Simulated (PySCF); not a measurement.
Ge(H)(Cl)2(vinyl) (C₂H₄Cl₂Ge), SMILES C=[CH][GeH]([Cl])[Cl].

Geometry optimised at r2SCAN-D4/def2-SVP. This is a generated structure with no PubChem entry under its InChIKey; it may be hypothetical. One conformer was computed; it need not be the lowest.

Two levels are set side by side: TDA-PBE/def2-SVPD (PySCF) and TDA-CAM-B3LYP/def2-SVPD (PySCF). Vertical, same geometry. The lowest singlet is HOMO→LUMO 49 %, HOMO−1→LUMO 48 % with PBE and HOMO−1→LUMO 76 % with the other functional; states are paired by order. Differences are taken from unrounded values.

```tsv
quantity	TDA-CAM-B3LYP	TDA-PBE	TDA-PBE minus TDA-CAM-B3LYP
lowest singlet excitation (eV)	6.48	5.33	-1.15
lowest triplet excitation (TDA) (eV)	4.21	4.29	0.08
first bright state (f over 0.05) (eV)	7.18	6.67	-0.51
its oscillator strength	0.07	0.05	-0.02
```

A lower first singlet is the usual sign of a functional without exact exchange. Differences between two approximate levels are no errors against the true value.

Rough cost on one machine, each run with all the roots and properties that it gave: TDA-CAM-B3LYP against TDA-PBE about 5 times.
